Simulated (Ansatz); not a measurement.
Ansatz (an electronic-structure program) input (B3LYP-D3(BJ)/def2-TZVP):

Ansatz 0.2 input:
```yaml
crystal:
  periodic: [false, false, false]
  atoms:
    - {symbol: Cu, position_ang: [-0.00000000, -0.00000000, -0.41803296]}
    - {symbol: F, position_ang: [0.00000000, 0.00000000, 1.34699509]}
basis:
  gaussian:
    orbitals: def2-TZVP
hamiltonian:
  xc: b3lyp
  dispersion: d3bj
magnetization: {spin_polarized: true, initial_magnetization: 2}
phonons: {temperatures: {t_min: 298.15, t_max: 298.15, t_step: 100}}
```

Output:

```
Functional definition: B3LYP
integrals: 0.02 GiB planned
705 factors; integrals over basis functions are off by at most 4.8e-4 eV
mean field: 0.33 GiB planned
mean field evaluation 1: about -47355.7705 eV, gradient 2.9e1 eV
mean field evaluation 2: about -47317.3623 eV, gradient 1.1e2 eV
mean field evaluation 4: about -47358.1915 eV, gradient 5.6e0 eV
mean field evaluation 8: about -47358.3468 eV, gradient 2.3e-1 eV
mean field evaluation 16: about -47358.3471 eV, gradient 1.4e-3 eV
mean field evaluation 32: about -47358.1175 eV, gradient 2.1e0 eV
mean field -47358.34714155 eV, -1740.3871568112 hartree, gradient 6.6e-6 eV, S^2 2.001579; 2 other end points of the search recorded, 0 dependent functions left out
the calculation of the forces begins
reference -47358.34733720 eV, -1740.3871640013 hartree; 20, 18 occupied and 56, 58 virtual orbitals, 705 factors
these checks for a lower state are left out or cut short: stability, starts, cluster_reference, orbital_swaps, neighbouring_geometries, increment
integrals: 0.02 GiB planned
705 factors; integrals over basis functions are off by at most 4.8e-4 eV
mean field: 0.33 GiB planned
mean field -47358.34714155 eV, -1740.3871568112 hartree, gradient 9.8e-7 eV, S^2 2.001579; 0 other end points of the search recorded, 0 dependent functions left out
the calculation of the forces begins
reference -47358.34733720 eV, -1740.3871640013 hartree; 20, 18 occupied and 56, 58 virtual orbitals, 705 factors
these checks for a lower state are left out or cut short: stability, starts, cluster_reference, orbital_swaps, neighbouring_geometries, increment
integrals: 0.02 GiB planned
705 factors; integrals over basis functions are off by at most 4.8e-4 eV
mean field: 0.33 GiB planned
mean field -47358.34714155 eV, -1740.3871568112 hartree, gradient 9.8e-7 eV, S^2 2.001579; 0 other end points of the search recorded, 0 dependent functions left out
the calculation of the forces begins
reference -47358.34733720 eV, -1740.3871640013 hartree; 20, 18 occupied and 56, 58 virtual orbitals, 705 factors
these checks for a lower state are left out or cut short: stability, starts, cluster_reference, orbital_swaps, neighbouring_geometries, increment
integrals: 0.02 GiB planned
705 factors; integrals over basis functions are off by at most 4.8e-4 eV
mean field: 0.33 GiB planned
mean field -47358.34714155 eV, -1740.3871568112 hartree, gradient 9.4e-7 eV, S^2 2.001579; 0 other end points of the search recorded, 0 dependent functions left out
the calculation of the forces begins
reference -47358.34733720 eV, -1740.3871640013 hartree; 20, 18 occupied and 56, 58 virtual orbitals, 705 factors
these checks for a lower state are left out or cut short: stability, starts, cluster_reference, orbital_swaps, neighbouring_geometries, increment
integrals: 0.02 GiB planned
705 factors; integrals over basis functions are off by at most 4.8e-4 eV
mean field: 0.33 GiB planned
mean field -47358.34714155 eV, -1740.3871568112 hartree, gradient 9.4e-7 eV, S^2 2.001579; 0 other end points of the search recorded, 0 dependent functions left out
the calculation of the forces begins
reference -47358.34733720 eV, -1740.3871640013 hartree; 20, 18 occupied and 56, 58 virtual orbitals, 705 factors
these checks for a lower state are left out or cut short: stability, starts, cluster_reference, orbital_swaps, neighbouring_geometries, increment
integrals: 0.02 GiB planned
705 factors; integrals over basis functions are off by at most 4.8e-4 eV
mean field: 0.33 GiB planned
mean field evaluation 64: about -47358.3012 eV, gradient 2.2e-1 eV
mean field -47358.34707941 eV, -1740.3871545278 hartree, gradient 9.3e-7 eV, S^2 2.001570; 0 other end points of the search recorded, 0 dependent functions left out
the calculation of the forces begins
reference -47358.34727505 eV, -1740.3871617174 hartree; 20, 18 occupied and 56, 58 virtual orbitals, 705 factors
these checks for a lower state are left out or cut short: stability, starts, cluster_reference, orbital_swaps, neighbouring_geometries, increment
integrals: 0.02 GiB planned
705 factors; integrals over basis functions are off by at most 4.7e-4 eV
mean field: 0.33 GiB planned
mean field -47358.34708270 eV, -1740.3871546486 hartree, gradient 9.9e-7 eV, S^2 2.001588; 0 other end points of the search recorded, 0 dependent functions left out
the calculation of the forces begins
reference -47358.34727836 eV, -1740.3871618392 hartree; 20, 18 occupied and 56, 58 virtual orbitals, 705 factors
these checks for a lower state are left out or cut short: stability, starts, cluster_reference, orbital_swaps, neighbouring_geometries, increment
integrals: 0.02 GiB planned
705 factors; integrals over basis functions are off by at most 4.8e-4 eV
mean field: 0.33 GiB planned
mean field -47358.34714155 eV, -1740.3871568112 hartree, gradient 9.8e-7 eV, S^2 2.001579; 0 other end points of the search recorded, 0 dependent functions left out
the calculation of the forces begins
reference -47358.34733720 eV, -1740.3871640013 hartree; 20, 18 occupied and 56, 58 virtual orbitals, 705 factors
these checks for a lower state are left out or cut short: stability, starts, cluster_reference, orbital_swaps, neighbouring_geometries, increment
integrals: 0.02 GiB planned
705 factors; integrals over basis functions are off by at most 4.8e-4 eV
mean field: 0.33 GiB planned
mean field -47358.34714155 eV, -1740.3871568112 hartree, gradient 9.8e-7 eV, S^2 2.001579; 0 other end points of the search recorded, 0 dependent functions left out
the calculation of the forces begins
reference -47358.34733720 eV, -1740.3871640013 hartree; 20, 18 occupied and 56, 58 virtual orbitals, 705 factors
these checks for a lower state are left out or cut short: stability, starts, cluster_reference, orbital_swaps, neighbouring_geometries, increment
integrals: 0.02 GiB planned
705 factors; integrals over basis functions are off by at most 4.8e-4 eV
mean field: 0.33 GiB planned
mean field evaluation 96: about -47358.3471 eV, gradient 2.6e-6 eV
mean field -47358.34714155 eV, -1740.3871568112 hartree, gradient 9.4e-7 eV, S^2 2.001579; 0 other end points of the search recorded, 0 dependent functions left out
the calculation of the forces begins
reference -47358.34733720 eV, -1740.3871640013 hartree; 20, 18 occupied and 56, 58 virtual orbitals, 705 factors
these checks for a lower state are left out or cut short: stability, starts, cluster_reference, orbital_swaps, neighbouring_geometries, increment
integrals: 0.02 GiB planned
705 factors; integrals over basis functions are off by at most 4.8e-4 eV
mean field: 0.33 GiB planned
mean field -47358.34714155 eV, -1740.3871568112 hartree, gradient 9.4e-7 eV, S^2 2.001579; 0 other end points of the search recorded, 0 dependent functions left out
the calculation of the forces begins
reference -47358.34733720 eV, -1740.3871640013 hartree; 20, 18 occupied and 56, 58 virtual orbitals, 705 factors
these checks for a lower state are left out or cut short: stability, starts, cluster_reference, orbital_swaps, neighbouring_geometries, increment
integrals: 0.02 GiB planned
705 factors; integrals over basis functions are off by at most 4.7e-4 eV
mean field: 0.33 GiB planned
mean field -47358.34708270 eV, -1740.3871546486 hartree, gradient 9.9e-7 eV, S^2 2.001588; 0 other end points of the search recorded, 0 dependent functions left out
the calculation of the forces begins
reference -47358.34727836 eV, -1740.3871618392 hartree; 20, 18 occupied and 56, 58 virtual orbitals, 705 factors
these checks for a lower state are left out or cut short: stability, starts, cluster_reference, orbital_swaps, neighbouring_geometries, increment
integrals: 0.02 GiB planned
705 factors; integrals over basis functions are off by at most 4.8e-4 eV
mean field: 0.33 GiB planned
mean field -47358.34707941 eV, -1740.3871545278 hartree, gradient 9.3e-7 eV, S^2 2.001570; 0 other end points of the search recorded, 0 dependent functions left out
the calculation of the forces begins
reference -47358.34727505 eV, -1740.3871617174 hartree; 20, 18 occupied and 56, 58 virtual orbitals, 705 factors
Total energy: -47358.36719068 eV, -1740.3878936031 hartree
Atom 0 at    -0.000000    -0.000000    -0.418033 Å, force    -0.000000    -0.000000    -0.000342 eV/Å
Atom 1 at     0.000000     0.000000     1.346995 Å, force     0.000000     0.000000     0.000342 eV/Å
Dipole moment:     0.000000     0.000000    -0.522513 e Å
Vibrations: 599.69 cm⁻¹, zero-point energy 0.037176 eV
```

The spin state was set by rule; other spins were not relaxed.
